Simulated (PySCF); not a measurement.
B(F)(Cl)(NMe2) (C2H6BClFN), SMILES CN(C)B(F)Cl.

Coordinates come from a B3LYP-D3(BJ)/def2-SVP optimisation. The values are those of a single conformer.

Level of theory: TDDFT-ωB97X/def2-SVPD run with PySCF.

Vertical excitations. The molecule is in vacuum. State labels are in the subgroup Cs.

```tsv
state	symmetry	energy (eV)	λ (nm)	f	main pairs
S1	A"	7.26	171	0.013	HOMO→LUMO 86 %
S2	A'	7.90	157	0.382	HOMO→LUMO+2 94 %
S3	A"	8.52	146	0.016	HOMO→LUMO+1 81 %
S4	A"	8.73	142	0.009	HOMO→LUMO+3 83 %
S5	A"	8.76	142	0.000	HOMO−1→LUMO+2 89 %
S6	A'	9.02	137	0.079	HOMO−1→LUMO 72 %, HOMO−1→LUMO+1 14 %
S7	A"	9.21	135	0.028	HOMO→LUMO+4 33 %, HOMO→LUMO+7 33 %, HOMO−2→LUMO 9 %
S8	A'	9.52	130	0.023	HOMO→LUMO+5 50 %, HOMO−2→LUMO+2 19 %, HOMO→LUMO+8 19 %
S9	A"	9.53	130	0.039	HOMO−2→LUMO 29 %, HOMO→LUMO+7 22 %, HOMO−2→LUMO+1 10 %, HOMO→LUMO+6 10 %
S10	A"	9.64	129	0.023	HOMO→LUMO+9 36 %, HOMO−2→LUMO 20 %, HOMO→LUMO+4 10 %, HOMO→LUMO+11 10 %
T1	A'	6.34	196	0	HOMO→LUMO+2 88 %
T2	A"	7.26	171	0	HOMO→LUMO 86 %
T3	A"	8.39	148	0	HOMO→LUMO+1 75 %
T4	A"	8.61	144	0	HOMO→LUMO+3 72 %
```
Triplets are in the Tamm–Dancoff approximation, which puts them higher than full response would, so one can lie above its singlet here.
